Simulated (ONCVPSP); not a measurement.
## sulfur: one change to an ONCV potential, before and after

ONCVPSP 4.0.1 input, shortened (lines: element, Z, core and valence counts, functional; n l f; lmax; l rc ep ncon nbas qcut; lloc lpopt rc5 dvloc0; l nproj debl; icmod fcfact rcfact), PBEsol, non-relativistic:

```
  S 16.00    3    2  -116133      upf
    1    0    2.00
    2    0    2.00
    2    1    6.00
    3    0    2.00
    3    1    3.75
    2
    0    1.40    0.00    4    8    3.70
    1    1.40    0.00    4    8    6.10
    2    1.35    0.44    5    9    7.40
    4    5    1.00    0.00
    0    2    0.30
    1    2    2.90
    2    2    1.50
    3    2.75    1.55
```

In the s channel the program set the typed energies aside and used -0.717, 0.250 Ha.

Change: s: qcut 4.6; p: qcut 7.5; d: qcut 9.1.

Cutoffs: the cutoffs (Ha) at which the residual kinetic energy of the hardest occupied pseudo-wave falls to 1 and 0.1 mHa per electron; they do not see the model core or the augmentation charge, which bear on the density cutoff. Errors are all-electron minus pseudo energies relative to the spin-unpolarised reference configuration.

Task: Predict the effect on cutoff, ghosts and configuration errors.

Result: The potential gets softer (66 Ha and 87 Ha → 20 Ha and 74 Ha); of the 4 tests that both files solve, the error grows in 0 and shrinks in 1 by more than 15 % and 0.3 meV (median size 5.8 → 4.6 meV); neither file shows a bound ghost.

```tsv
quantity	base	changed
cutoff, loose	66 Ha	20 Ha
cutoff, tight	87 Ha	74 Ha
loose cutoff by channel	s 66 Ha, p 8.4 Ha	s 20 Ha, p 9.4 Ha
bound ghosts	none	none
GHOST(+) flags under 300 eV	s at 106.1 eV	s at 96.3 eV
error for 3s2 3p4, meV [ΔE -2.03 eV]	+0.1	+0.1
error for 3s2 3p3, meV [ΔE 9.72 eV]	+1.2	+1.1
error for 3s2 3p2, meV [ΔE 31.97 eV]	+10	+9.5
error for 3s0 3p6, meV [ΔE 18.39 eV]	-15	-8.1
s: phases at 1.42 bohr within 0.05 rad from the reference energy up to (Ha; the scan ends near 5)	3.5	3.2
p: phases at 1.42 bohr within 0.05 rad from the reference energy up to (Ha; the scan ends near 5)	to the end of the scan	to the end of the scan
d: phases at 1.37 bohr within 0.05 rad from the reference energy up to (Ha; the scan ends near 5)	to the end of the scan	to the end of the scan
rms error of d²Exc/dni dnj with the model core, mHa	1.31	1.21
```
